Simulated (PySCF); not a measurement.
**Radial density of Sn³⁷⁺ (tin, charge +37)**

BHandHLYP, [Ne] 3s2 3p1, 2P determinant. Calculation: PySCF 2.14, in an even-tempered Gaussian basis (16 s from 5.9 bohr⁻², ratio 2.5; 10 p from 7.7 bohr⁻², ratio 2.5; 4 d from 32 bohr⁻², ratio 2.7; 4 f from 48 bohr⁻², ratio 2.7); the non-relativistic Hamiltonian (point nucleus).

| r (bohr) | 4πr²ρ (e/bohr) | 4πr²(ρα − ρβ) |
| --- | --- | --- |
| 0.000547 | 0.3148 | 0.0000 |
| 0.000920 | 0.8579 | 0.0000 |
| 0.00155 | 2.280 | 0.0000 |
| 0.00260 | 5.804 | 0.0001 |
| 0.00438 | 13.75 | 0.0007 |
| 0.00736 | 28.89 | 0.0056 |
| 0.0124 | 49.68 | 0.0357 |
| 0.0208 | 62.25 | 0.1872 |
| 0.0350 | 54.11 | 0.7155 |
| 0.0589 | 57.43 | 1.5235 |
| 0.0991 | 71.74 | 0.7417 |
| 0.167 | 29.51 | 0.6863 |
| 0.280 | 14.58 | 4.3175 |
| 0.472 | 2.875 | 0.8478 |
| 0.793 | 0.02661 | 0.0063 |

A non-relativistic calculation at this Z misses sizeable relativistic shifts. Spin-orbit coupling, absent here, splits the open shell strongly.
